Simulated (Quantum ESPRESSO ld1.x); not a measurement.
The numbers below are computed, except where a source is named.
Question: La44+, 13 electrons, occupied as [Ne] 3s2 3p1 (the NIST ground configuration). Level of theory: scalar-relativistic Kohn-Sham, LDA (Slater exchange, Perdew-Wang correlation), spin-polarised, spherical densities, point nucleus; open shells are filled with parallel spins first (ld1.x of Quantum ESPRESSO 7.5). Some entries of the table are withheld. Estimate them.

orbital,occ.,eigenvalue (hartree),<r^2> (bohr^2),<1/r> (bohr^-1)
1s up,1,-1529.86,0.0008539,61.98
1s down,1,-1529.75,0.0008539,61.99
2s up,1,-327.950,0.01320,14.50
2s down,1,-327.845,0.01319,14.50
2p up,3,-305.707,0.01041,13.74
2p down,3,-305.585,0.01041,13.74
3s up,1,-131.897,0.07402,(1)
3s down,1,-131.518,0.07411,(2)
3p up,1,-125.068,0.07043,(3)
3p down,0,-124.688,0.07051,(4)
3d up,0,(5),0.05433,5.416
3d down,0,(6),0.05429,5.420
4s up,0,-70.2540,0.2512,3.180
4s down,0,-70.1138,0.2519,3.174

Answer: 
(1) 3s up <1/r> (bohr^-1): 5.916
(2) 3s down <1/r> (bohr^-1): 5.911
(3) 3p up <1/r> (bohr^-1): 5.669
(4) 3p down <1/r> (bohr^-1): 5.667
(5) 3d up eigenvalue (hartree): -117.678
(6) 3d down eigenvalue (hartree): -117.349
